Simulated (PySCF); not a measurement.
# One molecule, several mistakes: AlB2CH6

These are calculations, not measurements. The program is PySCF 2.14.0, an open-source quantum chemistry code, run on an isolated molecule that a program drew, which may never have been made. The molecule is AlB2CH6 (charge 0, doublet), drawn as the SMILES string `[BH][CH2][AlH][BH2]`.

Each row is a Hartree-Fock (HF) and frozen-core CCSD(T) single point in the cc-pV(D+d)Z basis, meant for a local HF minimum. Run 1 is clean. Each other run has one planted mistake out of seven kinds, and not every kind appears here: one electron removed, one electron added, multiplicity raised by two, geometry at a saddle point, minimal basis STO-3G, one bond length entered in bohr, all coordinates scaled. The reference is restricted for singlets and unrestricted otherwise, and also for a bond in bohr. Adding or removing an electron swaps singlet and doublet. Electrons count all cores. HOMO and LUMO are orbital energies over both spins, the gradient is its largest component, and the lowest frequency (negative if imaginary) is given only where the gradient is small. Bond lengths are over the 9 bonds as drawn. T1 is the CCSD diagnostic: over 0.02 (restricted) or 0.045 (unrestricted) a single reference is doubtful.

Geometry of the clean run:
```xyz
10
AlB2CH6, angstrom
B     2.3871    1.3117    0.6243
C     2.3724   -0.1835    0.3290
Al    0.6610   -0.9545    1.0292
B    -1.2589   -0.2009    0.4281
H     1.8524    2.1884   -0.0001
H     2.2981   -0.4139   -0.7462
H     3.1704   -0.7690    0.7912
H     0.7848   -2.2074    1.9946
H    -1.8251   -0.5757   -0.5671
H    -1.8571    0.6276    1.0662
```

| run | electrons | basis functions | <S^2> | HOMO (eV) | LUMO (eV) | gradient (hartree/bohr) | lowest frequency (cm^-1) | mean bond (Å) | longest bond (Å) | T1 | HF (hartree) | CCSD(T) (hartree) | mistake |
|---|---|---|---|---|---|---|---|---|---|---|---|---|---|
| 1 | 35 | 95 | 0.754 | -8.54 | 1.15 | 1.8e-05 | 32 | 1.4520 | 2.148 | 0.0131 | -332.54375 | -332.96147 | no fault |
| 2 | 36 | 95 | 0.000 | 0.63 | 5.01 | 5.7e-02 | - | 1.4520 | 2.148 | 0.0950 | -332.46850 | -332.92589 | one electron added |
| 3 | 35 | 95 | 3.766 | -7.68 | -0.76 | 4.2e-02 | - | 1.4520 | 2.148 | 0.0167 | -332.45441 | -332.86135 | multiplicity raised by two |
| 4 | 34 | 95 | 0.000 | -14.31 | -5.96 | 8.0e-02 | - | 1.4520 | 2.148 | 0.0172 | -332.27722 | -332.68990 | ? |

**Which mistake was planted in run 4, and what did it cost?**

It counts 34 electrons, one fewer than the clean run, at the same geometry and basis. So the mistake is: one electron removed. Subtracting run 1 and multiplying by 627.51 kcal/mol a hartree, the energy moved by 167.3 kcal/mol in HF and 170.4 kcal/mol in CCSD(T).

Cautions from the logs. Run 2: T1 is over the limit, so its CCSD(T) energy is less reliable and the HOMO is above zero, so the electron isn't bound and the energy depends on the basis.
